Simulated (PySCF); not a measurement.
## Computed structure and properties of [PmCl4]−

System: [PmCl4]− (singlet in the valence; each metal's 4f electrons, 4 of them, lie in its core potential, out of spins and levels); start: template (Td). Method: PySCF 2.14.0, RKS PBE0, Pm lcecp-1-SVP with ECP50, Cl def2-SVP; non-relativistic Hamiltonian with scalar-relativistic core potentials where named; density fitting; no spin-orbit coupling.

Input of the relaxation:

```python
mol = gto.M(atom='''
Pm     0.00000     0.00000    -0.00000
Cl     1.54100     1.54100     1.54100
Cl    -1.54100    -1.54100     1.54100
Cl     1.54100    -1.54100    -1.54100
Cl    -1.54100     1.54100    -1.54100''',
    basis={'Pm': 'lcecp-1-SVP', 'Cl': 'def2-SVP'},
    ecp={'Pm': 'lcecp-1-SVP'},
    charge=-1, spin=0)
mf = dft.RKS(mol, xc='PBE0')
mf.grids.atom_grid = (50, 194)  # f atoms: unpruned, at least (60, 302)
mf = mf.density_fit()  # fitting sets: Pm AutoAux, Cl def2-universal-JKFIT
mf.conv_tol = 1e-08; mf.max_cycle = 55
mf.kernel(dm0)  # dm0: converged density of the start geometry
# quasi-Newton relaxation in Cartesian coordinates to a largest gradient under 0.00045 Eh/bohr, steps kept in the point group
```

Run from Python with OMP_NUM_THREADS=2; the lines above give its settings. Where DIIS fails, smearing, a level shift and second-order steps follow.
It took 40 s on 2 threads of Intel(R) Xeon(R) Platinum 8259CL CPU @ 2.50GHz (Skylake/Cascade Lake), on a shared host, from the converged density of the start.

Course of the relaxation:

```csv
step,energy above end (eV),largest force component within the symmetry (eV/Å)
0,0.0996,0.391
1,0.0255,0.206
2,0.0003,0.022
3,0.0000,0.001
```

Relaxed geometry (Td):

```xyz
5

Pm    0.0000    0.0000    0.0000
Cl    1.5002    1.5002    1.5002
Cl   -1.5002   -1.5002    1.5002
Cl    1.5002   -1.5002   -1.5002
Cl   -1.5002    1.5002   -1.5002
```

| contact | Å |
| --- | --- |
| Pm1–Cl2 (Cl) | 2.598 |
| Pm1–Cl3 (Cl) | 2.598 |
| Pm1–Cl4 (Cl) | 2.598 |
| Pm1–Cl5 (Cl) | 2.598 |

On the finer grid (75, 302):

The HOMO is -4.51 eV. The LUMO is 3.24 eV, the dipole about the centre of mass is 0.00 D and the set of Mulliken populations of Pm1 outside the core potential is s 2.27, p 6.42, d 1.47, f 0.06. The D3(BJ) dispersion energy (not in the energies) is -0.174 eV.

| atom | Mulliken (e) | Löwdin (e) | spin (e) |
| --- | --- | --- | --- |
| Pm1 | 0.78 | -0.37 | 0.00 |
| Cl2 | -0.44 | -0.16 | 0.00 |
| Cl3 | -0.44 | -0.16 | 0.00 |
| Cl4 | -0.44 | -0.16 | 0.00 |
| Cl5 | -0.44 | -0.16 | 0.00 |

The 4f levels lie in the core potential and are missing. Their spin isn't counted.

On the grid (50, 194), as all that follows. Harmonic modes: a minimum; lowest 69 cm⁻¹ (negative: unstable), highest 304 cm⁻¹, zero-point energy 0.098 eV.

Taking off one Cl (charge -1, singlet; the rest: singlet) in vacuum, both parts rigid, costs 4.92 eV; the small basis without counterpoise inflates it.

Rigid scan of Cl along the line from its metal:

distance to Cl2 (Å), energy (eV) and a bar:
```
     2.30      0.623 #######
     2.40      0.242 ###
     2.50      0.053 #
     2.60      0.000 
     2.70      0.041 
     2.80      0.147 ##
     3.00      0.468 ######
     3.30      1.048 #############
     3.70      1.781 #####################
     4.20      2.510 ##############################
```

One start shape was tried, so this needn't be the lowest isomer.

An lcecp potential fixes the number of 4f electrons, so in runs with it no electron can move into or out of that shell.
